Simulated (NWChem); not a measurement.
# Correlation energy of H3AlO3

```xyz
7

Al     0.0000     0.0000     0.0000
O      1.4664     0.8512     0.0000
H      1.5233     1.8076     0.0000
O     -1.4703     0.8444     0.0000
H     -2.3271     0.4157     0.0000
O      0.0038    -1.6956     0.0000
H      0.8033    -2.2235     0.0000
```
Charge 0, spin multiplicity 1.

All runs are NWChem calculations. All single points use one geometry, from PBE0/def2-SVP, a minimum by its harmonic frequencies. It is one conformer; others weren't searched.

Basis set: 3-21G. Each correlation energy counts from its own Hartree-Fock reference.

| method | correlation energy (mHa) | difference from CCSD(T) |
|---|---|---|
| MP2 | -381.9 | +17.4 |
| SCS-MP2 | -374.5 | +24.7 |
| CR-CCSD[T] | -398.8 | +0.4 |
| CR-CCSD(T) | -397.8 | +1.4 |
| CCSD | -391.7 | +7.5 |
| CCSD+T(CCSD) | -400.4 | -1.2 |
| CCSD(T) | -399.2 | 0.0 |

The values span 25.9 mHa, from CCSD+T(CCSD) (lowest) to SCS-MP2 (highest). 

The correlated methods keep 8 core orbitals frozen. The structure started from a generated list of species. Differences from the coupled-cluster row are differences between methods, not errors against experiment.
